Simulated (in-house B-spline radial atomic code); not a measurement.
Settings and results of a run for Lu8+ (an excited or competing configuration). Computed with a B-spline radial code for spherical atoms: Dirac-Hartree-Fock, average of configuration, Fermi nucleus of rms radius 5.37 fm.

Command:
```bash
python run_scf.py task.json out
```
Settings (nuclear radius in fm, mass in u):
```
Z                71
configuration    [Kr] 4d10 4f12 5s2 5p2 6d1
hamiltonian      dirac
method           hf
spin_polarised   False
nucleus          fermi
rms_radius       5.37
atomic_mass      174.94078
speed_of_light   137.035999084
```

Output (hartree, bohr):
```
 radial grid: 67 intervals, B-splines of order 8, outer radius 22.069 bohr

 iter        energy (Eh)    residual
    1      -14486.495361    1.20e+00
    2      -14518.739970    1.53e+00
    3      -14549.298912    3.18e-01
    4      -14550.737986    1.26e-01
    5      -14550.820293    2.43e-02
    6      -14550.825780    1.53e-02
    7      -14550.829226    7.01e-04
    8      -14550.829233    2.16e-04
    9      -14550.829234    1.04e-05
   10      -14550.829234    3.54e-07

 total energy                    -14550.82923
 kinetic                           16213.4220
 electron-nucleus                 -35857.5342
 electron-electron                  5093.2830

 first-order corrections (not in the total)
   Gaunt                            16.6126
   retardation                      -1.7560
   frequency dependence             -0.2691
   self-energy                      11.9608
   Uehling                          -2.1448
   Wichmann-Kroll                    0.0800
   recoil                            0.0286

 orbital      occ     eigenvalue          <r>       <r^2>       <1/r>       r_max    small
 1s1/2      2.000     -2346.7516    0.0193189 0.000512079      82.181     0.01214  7.11e-02
 2s1/2      2.000      -408.7768    0.0811804   0.0078515     19.8989     0.06944  1.60e-02
 2p1/2      2.000      -389.5177    0.0674856   0.0056552     19.8245     0.05199  1.60e-02
 2p3/2      4.000      -348.3564    0.0750566  0.00685927      16.949     0.05848  1.46e-02
 3s1/2      2.000       -98.9656     0.211582   0.0513211     7.31257      0.1956  5.25e-03
 3p1/2      2.000       -90.4672     0.201804   0.0474421     7.21341      0.1838  5.17e-03
 3p3/2      4.000       -81.5417       0.2158   0.0540536     6.47882      0.1971  4.77e-03
 3d3/2      4.000       -67.3343     0.189836   0.0423569     6.35051      0.1553  4.63e-03
 3d5/2      6.000       -65.4072     0.194176   0.0441857     6.17349       0.159  4.52e-03
 4s1/2      2.000       -25.0634     0.477022    0.256786     3.04349      0.4463  1.68e-03
 4p1/2      2.000       -21.5417     0.485045    0.267673     2.92868      0.4481  1.59e-03
 4p3/2      4.000       -19.4776     0.515081    0.301588     2.68939      0.4754  1.45e-03
 4d3/2      4.000       -13.6859     0.535623    0.331893     2.47615      0.4754  1.27e-03
 4d5/2      6.000       -13.3001     0.546416    0.345176     2.41493      0.4846  1.23e-03
 4f5/2      5.143        -6.1358     0.619749    0.467023      1.9983      0.4599  8.80e-04
 4f7/2      6.857        -6.0703     0.626958    0.477819     1.97453       0.465  8.64e-04
 5s1/2      2.000        -7.1848      1.08415     1.30901     1.23595       1.007  4.11e-04
 5p1/2      0.667        -6.1531      1.15764     1.49648     1.14651       1.068  3.65e-04
 5p3/2      1.333        -5.7890      1.22055     1.66107     1.07268        1.13  3.34e-04
 6d3/2      0.400        -2.1907      2.82998     8.93631    0.467227        2.83  9.62e-05
 6d5/2      0.600        -2.1723      2.85614     9.10199    0.462583        2.86  9.51e-05
```

Run time, properties included: 2.3 s on 1 thread of Intel(R) Xeon(R) Platinum 8375C CPU @ 2.90GHz (shared host).

For the Dirac Hamiltonian the kinetic term is c α·p + (β - 1)c².
